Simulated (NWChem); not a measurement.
System: C3H6OSi; SMILES C#CCO[SiH3]

Input file for NWChem:

```
start job
memory heap 200 mb stack 900 mb global 1100 mb
geometry units angstroms noautoz
  C      0.344645     3.085234     0.000000
  C     -0.084170     1.953890     0.000000
  C     -0.630004     0.598659     0.000000
  O      0.392368    -0.360409     0.000000
  Si     0.124241    -2.007209     0.000000
  H      0.731695     4.087562     0.000000
  H     -1.284176     0.485544     0.887849
  H     -1.284176     0.485544    -0.887849
  H      1.465002    -2.647391     0.000000
  H     -0.651478    -2.416792     1.213138
  H     -0.651478    -2.416792    -1.213138
end
basis spherical
  * library def2-svp
end
dft
  xc mn15
  grid coarse
  iterations 150
  mulliken
end
task dft gradient
```

Parts of the log:

```
             Northwest Computational Chemistry Package (NWChem) 7.3.0
             --------------------------------------------------------

 CS  symmetry detected

                             Geometry "geometry" -> ""
                             -------------------------

 Output coordinates in angstroms (scale by  1.889725989 to convert to a.u.)

  No.       Tag          Charge          X              Y              Z
 ---- ---------------- ---------- -------------- -------------- --------------
    1 C                    6.0000     0.34472384     3.07376196     0.00000000
    2 C                    6.0000    -0.09200022     1.94544744     0.00000000
    3 C                    6.0000    -0.64730765     0.59407056     0.00000000
    4 O                    8.0000     0.36832569    -0.37213069     0.00000000
    5 Si                  14.0000     0.08867743    -2.01701341     0.00000000
    6 H                    1.0000     0.73878079     4.07335599     0.00000000
    7 H                    1.0000    -1.30225545     0.48553763     0.88784900
    8 H                    1.0000    -1.30225545     0.48553763    -0.88784900
    9 H                    1.0000     1.42492421    -2.66656524     0.00000000
   10 H                    1.0000    -0.68988971    -2.42115624     1.21313800
   11 H                    1.0000    -0.68988971    -2.42115624    -1.21313800

 Effective nuclear repulsion energy (a.u.)     199.7198821343

      Symmetry information
      --------------------

 Group name             Cs
 Group number              2
 Group order               2
 No. of unique centers     9

                                 NWChem DFT Module
                                 -----------------

 Summary of "ao basis" -> "ao basis" (spherical)
 ------------------------------------------------------------------------------
       Tag                 Description            Shells   Functions and Types
 ---------------- ------------------------------  ------  ---------------------
 C                          def2-svp                 6       14   3s2p1d
 O                          def2-svp                 6       14   3s2p1d
 Si                         def2-svp                 8       18   4s3p1d
 H                          def2-svp                 3        5   2s1p

      Symmetry analysis of basis
      --------------------------

        a'         71
        a"         33

            General Information
            -------------------
          SCF calculation type: DFT
          Wavefunction type:  closed shell.
          No. of atoms     :    11
          No. of electrons :    46
           Alpha electrons :    23
            Beta electrons :    23
          Charge           :     0
          Spin multiplicity:     1
          Use of symmetry is: on ; symmetry adaption is: on
          Maximum number of iterations: 150
          AO basis - number of functions:   104
                     number of shells:    50
          Convergence on energy requested:  1.00D-06
          Convergence on density requested:  1.00D-05
          Convergence on gradient requested:  5.00D-04

              XC Information
              --------------
                         MN15 Method XC Functional
                     Hartree-Fock (Exact) Exchange  0.440
                          MN15 Exchange Functional  1.000
                        MN15 Correlation Potential  1.000

             Grid Information
             ----------------
          Grid used for XC integration:  coarse
          Radial quadrature: Mura-Knowles
          Angular quadrature: Lebedev.
          Tag              B.-S. Rad. Rad. Pts. Rad. Cut. Ang. Pts.
          ---              ---------- --------- --------- ---------
          C                   0.70       35          13.0       302
          O                   0.60       35          11.0       302
          Si                  1.10       70          13.0       302
          H                   0.35       35          14.0       302
          Grid pruning is: on
          Number of quadrature shells:   350
          Spatial weights used:  Erf1

      Superposition of Atomic Density Guess
      -------------------------------------

 Sum of atomic energies:        -479.29980384

      Non-variational initial energy
      ------------------------------

 Total energy =    -481.688120
 1-e energy   =   -1054.092499
 2-e energy   =     372.684496
 HOMO         =      -0.320158
 LUMO         =       0.015720

      Symmetry analysis of molecular orbitals - initial
      -------------------------------------------------

  Numbering of irreducible representations:

     1 a'          2 a"

  Orbital symmetries:

     1 a'          2 a'          3 a'          4 a'          5 a'
     6 a'          7 a'          8 a'          9 a"         10 a'
    11 a'         12 a'         13 a'         14 a'         15 a"
    16 a'         17 a'         18 a'         19 a"         20 a'
    21 a"         22 a'         23 a"         24 a'         25 a"
    26 a'         27 a'         28 a"         29 a'         30 a'
    31 a'         32 a"         33 a'

     ---------------------------------------------
      Total Density - Mulliken Population Analysis
     ---------------------------------------------

    Atom       Charge   Shell Charges
 -----------   ------   -------------------------------------------------------
    1 C    6     6.43   1.99  0.99  0.64  1.96  0.83  0.03
    2 C    6     5.92   1.99  0.99  0.24  1.92  0.75  0.04
    3 C    6     5.60   1.99  0.91  0.10  1.77  0.77  0.06
    4 O    8     8.80   1.99  1.10  0.68  3.05  1.96  0.01
    5 Si  14    13.27   2.00  1.99  0.96  0.27  5.94  1.03  0.90  0.19
    6 H    1     0.87   0.63  0.22  0.03
    7 H    1     0.92   0.68  0.21  0.02
    8 H    1     0.92   0.68  0.21  0.02
    9 H    1     1.09   0.70  0.38  0.01
   10 H    1     1.09   0.70  0.38  0.01
   11 H    1     1.09   0.70  0.38  0.01

   convergence    iter        energy       DeltaE   RMS-Dens  Diis-err
 ---------------- ----- ----------------- --------- --------- ---------
 d= 0,ls=0.0,diis     1   -481.8721686050 -6.82D+02  1.33D-02  9.44D-01
 d= 0,ls=0.0,diis     2   -481.9058850957 -3.37D-02  6.25D-03  5.80D-01
 d= 0,ls=0.0,diis     3   -481.9524613724 -4.66D-02  1.99D-03  1.10D-01
 d= 0,ls=0.0,diis     4   -481.9620163281 -9.55D-03  5.23D-04  5.48D-03
 d= 0,ls=0.0,diis     5   -481.9625773408 -5.61D-04  1.82D-04  6.93D-04
  Resetting Diis
 d= 0,ls=0.0,diis     6   -481.9626488261 -7.15D-05  7.30D-05  1.24D-04
 d= 0,ls=0.0,diis     7   -481.9626642818 -1.55D-05  2.38D-05  2.05D-06
 d= 0,ls=0.0,diis     8   -481.9626641903  9.15D-08  1.21D-05  3.19D-06
 d= 0,ls=0.0,diis     9   -481.9626645452 -3.55D-07  2.74D-06  1.86D-07

         Total DFT energy =     -481.962664545158
      One electron energy =    -1057.802365977684
           Coulomb energy =      423.648598290476
    Exchange-Corr. energy =      -47.528778992242
 Nuclear repulsion energy =      199.719882134291

 Numeric. integr. density =       46.000106901488

                  Occupations of the irreducible representations
                  ----------------------------------------------

                     irrep           alpha         beta
                     --------     --------     --------
                     a'               18.0         18.0
                     a"                5.0          5.0

                       DFT Final Molecular Orbital Analysis
                       ------------------------------------

 Vector   21  Occ=2.000000D+00  E=-3.415534D-01  Symmetry=a"
              MO Center= -8.1D-02, -5.0D-01,  1.5D-14, r^2= 4.6D+00
   Bfn.  Coefficient  Atom+Function         Bfn.  Coefficient  Atom+Function
  ----- ------------  ---------------      ----- ------------  ---------------
    48      0.437342   4 O  pz               51      0.324915   4 O  pz
    95     -0.223549  10 H  s               100      0.223549  11 H  s
    20     -0.201292   2 C  pz                6     -0.181958   1 C  pz
    96     -0.177126  10 H  s               101      0.177126  11 H  s
    66     -0.134582   5 Si pz               23     -0.123996   2 C  pz

 Vector   22  Occ=2.000000D+00  E=-3.250037D-01  Symmetry=a'
              MO Center=  1.2D-01,  2.4D+00,  6.2D-16, r^2= 1.7D+00
   Bfn.  Coefficient  Atom+Function         Bfn.  Coefficient  Atom+Function
  ----- ------------  ---------------      ----- ------------  ---------------
    18      0.398033   2 C  px                4      0.394390   1 C  px
     7      0.220705   1 C  px               21      0.202111   2 C  px
    19     -0.156419   2 C  py                5     -0.154672   1 C  py
    22     -0.132954   2 C  py                8     -0.112114   1 C  py
    47     -0.102946   4 O  py               45     -0.079344   4 O  s

[...]

                         DFT ENERGY GRADIENTS

    atom               coordinates                        gradient
                 x          y          z           x          y          z
   1 C       0.651434   5.808568   0.000000   -0.000685  -0.001263   0.000000
   2 C      -0.173855   3.676363   0.000000   -0.000255  -0.001835   0.000000
   3 C      -1.223234   1.122631   0.000000    0.002468   0.001206   0.000000
   4 O       0.696035  -0.703225   0.000000    0.001168   0.007585   0.000000
   5 Si      0.167576  -3.811603   0.000000   -0.001979  -0.001447   0.000000
   6 H       1.396093   7.697527   0.000000   -0.000110  -0.000321   0.000000
   7 H      -2.460906   0.917533   1.677791   -0.000384   0.000357   0.000547
   8 H      -2.460906   0.917533  -1.677791   -0.000384   0.000357  -0.000547
   9 H       2.692716  -5.039078   0.000000    0.004990  -0.001762   0.000000
  10 H      -1.303703  -4.575322   2.292498   -0.002415  -0.001438   0.003965
  11 H      -1.303703  -4.575322  -2.292498   -0.002415  -0.001438  -0.003965
```

Level: MN15/def2-SVP. Structure relaxed at the PBE0/def2-SVP level.
